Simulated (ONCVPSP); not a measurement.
## Plane-wave convergence, ONCV potential for europium

```
Element                 : Eu
Generator               : ONCVPSP 4.0.1
Type                    : optimised norm-conserving Vanderbilt (ONCV)
Functional              : LDA (Perdew-Wang 92)
Relativity              : fully relativistic
Frozen core             : [Kr] 4d10 4f6
Valence charge          : 11
Reference configuration : 5s2 5p6 5d1 6s2
Partial waves           : 5s+6s: rc 2.05 bohr, ncon 4, nbas 7, qcut 5.7 1/bohr, 2 projectors; 5p: rc 2.40 bohr, ncon 4, nbas 7, qcut 6.4 1/bohr, 1 projector; 5d: rc 3.25 bohr, ncon 4, nbas 9, qcut 4.5 1/bohr, 2 projectors, debl 3 Ha
Local potential         : polynomial inside 1.70 bohr (lpopt 5, dvloc0 0 Ha)
Core correction         : Teter function, fcfact 4.75, rcfact 1.1
```

Open shells are filled in proportion to 2j + 1.

Problem. For each optimised wave give the share of its norm inside rc, the residual kinetic energy above qcut (Ha) and the cutoffs (Ha) for errors of 10, 1, 0.1 and 0.01 mHa per electron.

Solution.

```tsv
wave	norm inside rc	residual KE	10 mHa	1 mHa	0.1 mHa	0.01 mHa
5s	0.926	1.1e-05	9.2	12.1	14.2	17.6
6s	0.052	9.6e-06	6.8	11.0	13.7	16.9
5p j=3/2	0.905	5.4e-08	4.8	7.0	12.8	15.5
5p j=1/2	0.934	4.1e-08	5.7	7.3	9.3	14.1
5d j=5/2	0.690	6.5e-07	4.9	6.6	8.0	8.9
d projector 2 j=5/2	0.163	1.7e-04	7.3	9.0	11.5	32.1
5d j=3/2	0.716	8.2e-07	5.0	6.7	8.1	9.0
d projector 2 j=3/2	0.164	1.9e-04	7.4	9.1	12.0	32.8
```

The occupied waves need 12 Ha and 14 Ha for 1 and 0.1 mHa. 1 of 4 tests not solved or not reliable.
